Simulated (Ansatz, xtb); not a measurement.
Molecule: sum formula InO2H2, net charge -1, singlet state. SMILES of the parent species: [OH][In][OH]
Structure (B3LYP-D3(BJ)/def2-TZVP (Ansatz, a quantum-chemistry and plane-wave program) minimum search):
```xyz
5

In     0.2010     0.0942     0.3470
O      0.7655     0.2524    -1.6972
H     -0.0073    -0.0796    -2.1716
O     -1.7179    -0.7089    -0.2281
H     -2.2227    -0.8865     0.5731
```
Charge -1, spin multiplicity 1.

Harmonic wavenumbers from GFN2-xTB (xtb, at its own minimum), cm⁻¹: 110, 198, 282, 320, 322, 396, 449, 3656, 3677.

Problem. Give the harmonic wavenumbers at B3LYP-D3(BJ)/def2-TZVP (Ansatz, finite differences of forces, unscaled).

Solution. 142, 254, 399, 407, 439, 622, 720, 3771, 3791 cm⁻¹. Zero-point energy 15.1 kcal/mol.

Problem. From these and the geometry, give the ideal-gas thermochemistry at 298.15 K and 1 atm (rigid rotor, harmonic oscillator).

Solution. Point group Cs, rotational symmetry number 1. Rotational constants 8.217, 6.256, 3.552 GHz. S(trans) 40.90, S(rot) 24.98, S(vib) 7.92, S(elec, spin only) 0.00, S 73.8 cal/(mol K). H(298) - H(0) 3.80 kcal/mol; G - E(el) -3.1 kcal/mol.
